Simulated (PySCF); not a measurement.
Bi(Me)3 (C3H9Bi), SMILES [CH3][Bi]([CH3])[CH3].

The structure is a stationary point at r2SCAN-D4/def2-SVP. The isomer is the one that the SMILES or the coordinates give; other isomers of the formula were not compared. The def2 effective core potentials stand for the cores of Bi; spin–orbit coupling is left out.

The numbers are results of r2SCAN-D4/def2-SVP (PySCF), not measurements.

Frequencies are harmonic and unscaled.

Modes within 1.5 cm⁻¹ of each other (mostly degenerate sets) share a row, with their intensities summed.

```json
[
 {"mode": "1", "ν (cm⁻¹)": "83", "IR (km/mol)": "0.0", "Raman (Å⁴/amu)": "0.0", "depolarisation": "–", "moving atoms (share of kinetic energy)": "H 99 %"},
 {"mode": "2–3", "ν (cm⁻¹)": "98", "IR (km/mol)": "0.1", "Raman (Å⁴/amu)": "2.0", "depolarisation": "0.75", "moving atoms (share of kinetic energy)": "H 89 %, C 10 %"},
 {"mode": "4–5", "ν (cm⁻¹)": "152", "IR (km/mol)": "0.3", "Raman (Å⁴/amu)": "9.5", "depolarisation": "0.75", "moving atoms (share of kinetic energy)": "C 55 %, H 42 %"},
 {"mode": "6", "ν (cm⁻¹)": "161", "IR (km/mol)": "1.0", "Raman (Å⁴/amu)": "4.5", "depolarisation": "0.75", "moving atoms (share of kinetic energy)": "C 57 %, H 32 %, Bi 11 %"},
 {"mode": "7–8", "ν (cm⁻¹)": "463", "IR (km/mol)": "46.4", "Raman (Å⁴/amu)": "46.5", "depolarisation": "0.75", "moving atoms (share of kinetic energy)": "C 75 %, H 18 %"},
 {"mode": "9", "ν (cm⁻¹)": "465", "IR (km/mol)": "8.2", "Raman (Å⁴/amu)": "46.0", "depolarisation": "0.01", "moving atoms (share of kinetic energy)": "C 77 %, H 18 %"},
 {"mode": "10", "ν (cm⁻¹)": "663", "IR (km/mol)": "0.0", "Raman (Å⁴/amu)": "0.0", "depolarisation": "–", "moving atoms (share of kinetic energy)": "H 89 %, C 11 %"},
 {"mode": "11–12", "ν (cm⁻¹)": "684", "IR (km/mol)": "11.2", "Raman (Å⁴/amu)": "0.1", "depolarisation": "0.75", "moving atoms (share of kinetic energy)": "H 88 %, C 12 %"},
 {"mode": "13–15", "ν (cm⁻¹)": "781", "IR (km/mol)": "61.5", "Raman (Å⁴/amu)": "12.3", "depolarisation": "0.75", "moving atoms (share of kinetic energy)": "H 81 %, C 19 %"},
 {"mode": "16–17", "ν (cm⁻¹)": "1161", "IR (km/mol)": "6.1", "Raman (Å⁴/amu)": "23.1", "depolarisation": "0.75", "moving atoms (share of kinetic energy)": "H 83 %, C 17 %"},
 {"mode": "18", "ν (cm⁻¹)": "1181", "IR (km/mol)": "0.0", "Raman (Å⁴/amu)": "18.9", "depolarisation": "0.00", "moving atoms (share of kinetic energy)": "H 84 %, C 16 %"},
 {"mode": "19", "ν (cm⁻¹)": "1419", "IR (km/mol)": "0.0", "Raman (Å⁴/amu)": "0.0", "depolarisation": "–", "moving atoms (share of kinetic energy)": "H 94 %"},
 {"mode": "20–21", "ν (cm⁻¹)": "1425", "IR (km/mol)": "6.7", "Raman (Å⁴/amu)": "49.4", "depolarisation": "0.75", "moving atoms (share of kinetic energy)": "H 95 %"},
 {"mode": "22–23", "ν (cm⁻¹)": "1432", "IR (km/mol)": "15.4", "Raman (Å⁴/amu)": "23.9", "depolarisation": "0.75", "moving atoms (share of kinetic energy)": "H 95 %"},
 {"mode": "24", "ν (cm⁻¹)": "1440", "IR (km/mol)": "7.6", "Raman (Å⁴/amu)": "4.2", "depolarisation": "0.26", "moving atoms (share of kinetic energy)": "H 95 %"},
 {"mode": "25", "ν (cm⁻¹)": "3042", "IR (km/mol)": "12.6", "Raman (Å⁴/amu)": "389.8", "depolarisation": "0.01", "moving atoms (share of kinetic energy)": "H 98 %"},
 {"mode": "26–27", "ν (cm⁻¹)": "3044", "IR (km/mol)": "36.0", "Raman (Å⁴/amu)": "3.9", "depolarisation": "0.75", "moving atoms (share of kinetic energy)": "H 98 %"},
 {"mode": "28–30", "ν (cm⁻¹)": "3169", "IR (km/mol)": "14.7", "Raman (Å⁴/amu)": "276.2", "depolarisation": "0.75", "moving atoms (share of kinetic energy)": "H 90 %, C 10 %"},
 {"mode": "31–33", "ν (cm⁻¹)": "3173", "IR (km/mol)": "15.9", "Raman (Å⁴/amu)": "191.4", "depolarisation": "0.74", "moving atoms (share of kinetic energy)": "H 90 %, C 10 %"}
]
```
